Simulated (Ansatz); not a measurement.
Cost and result up the ladder for (KH)4 ring (K4H4) (8 atoms). Total charge 0; singlet. Geometry: PBE0-D4/def2-SVP.

| atom | x (Å) | y (Å) | z (Å) |
| --- | --- | --- | --- |
| K1 | -0.3987 | 2.4493 | -2.0634 |
| K2 | 2.4518 | 1.5650 | 1.4009 |
| K3 | 0.3978 | -2.4487 | 2.0643 |
| K4 | -2.4508 | -1.5657 | -1.4019 |
| H5 | 1.4255 | 2.7876 | -0.4602 |
| H6 | 1.9857 | -0.6161 | 2.4153 |
| H7 | -1.4254 | -2.7876 | 0.4601 |
| H8 | -1.9858 | 0.6162 | -2.4151 |

Ansatz on 2 threads of Intel Xeon 6975P-C on a shared host. Times are rough, and most runs start from the orbitals of an earlier one. ωB97X-V/def2-TZVP serves as the yardstick here, not as an exact answer. Differences are given only for rows in sets of like size (and for xTB, whose basis is part of the method), since another set adds its own error. Binding counts from free atoms at the same level (K doublet, H doublet; other spins of the atoms weren't run), without zero-point energy or a counterpoise term.

Correlated methods freeze 20 core orbitals; core or outer-core shells of K are correlated, in sets that lack core-valence functions. Another isomer (singlet) lies 0.65 eV lower at PBE0-D4/def2-TZVP; other spin states weren't run for this one.

Correlated methods converge slowly with the basis.

```json
{"level": "PBE-D4/def2-SVP", "functions": "116", "wall time": "2 s", "binding energy per atom (eV)": "1.38", "difference from ωB97X-V/def2-TZVP (eV)": "–"}
{"level": "PBE0-D4/def2-SVP", "functions": "116", "wall time": "2.4 s", "binding energy per atom (eV)": "1.38", "difference from ωB97X-V/def2-TZVP (eV)": "–"}
{"level": "PBE-D4/def2-TZVP (with forces)", "functions": "156", "wall time": "2.8 s", "binding energy per atom (eV)": "1.40", "difference from ωB97X-V/def2-TZVP (eV)": "-0.11"}
{"level": "PBE0-D4/def2-TZVP", "functions": "156", "wall time": "2.9 s", "binding energy per atom (eV)": "1.39", "difference from ωB97X-V/def2-TZVP (eV)": "-0.12"}
{"level": "r2SCAN-D4/def2-TZVP", "functions": "156", "wall time": "3.7 s", "binding energy per atom (eV)": "1.43", "difference from ωB97X-V/def2-TZVP (eV)": "-0.07"}
{"level": "B97M-V/def2-TZVP", "functions": "156", "wall time": "11 s", "binding energy per atom (eV)": "1.53", "difference from ωB97X-V/def2-TZVP (eV)": "0.02"}
{"level": "ωB97X-V/def2-TZVP", "functions": "156", "wall time": "13 s", "binding energy per atom (eV)": "1.51", "difference from ωB97X-V/def2-TZVP (eV)": "0.00"}
{"level": "CCSD(T)/def2-TZVP", "functions": "156", "wall time": "24 s", "binding energy per atom (eV)": "1.30", "difference from ωB97X-V/def2-TZVP (eV)": "-0.21"}
```
